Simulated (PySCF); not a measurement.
**Se²⁺: excitation energy**

Se²⁺ [Ar] 3d10 4s2 4p2 (3P) → Se²⁺ [Ar] 3d10 4s1 4p2 5s1 (5P), as a difference of total energies. Computed with PySCF 2.14 in aug-cc-pwCVDZ-PP with ECP10MDF (6s5p4d1f, 48 functions), with a scalar-relativistic core potential. Correlated levels: valence and next inner shell: nothing frozen outside the core potential. The calculations carry no spin-orbit coupling.

```
                                method  excitation energy (cm⁻¹)
                                   UHF                    189520
    MP2 (valence and next inner shell)                    201450
SCS-MP2 (valence and next inner shell)                    203320
   CCSD (valence and next inner shell)                    201330
CCSD(T) (valence and next inner shell)                    201590
```

The promoted electron is Rydberg-like, and one or two diffuse shells describe it only roughly, which tends to raise the upper state.

The coupled-cluster amplitudes are large for the upper state (T1 above 0.03 or a double amplitude above 0.15), so a single reference is strained.
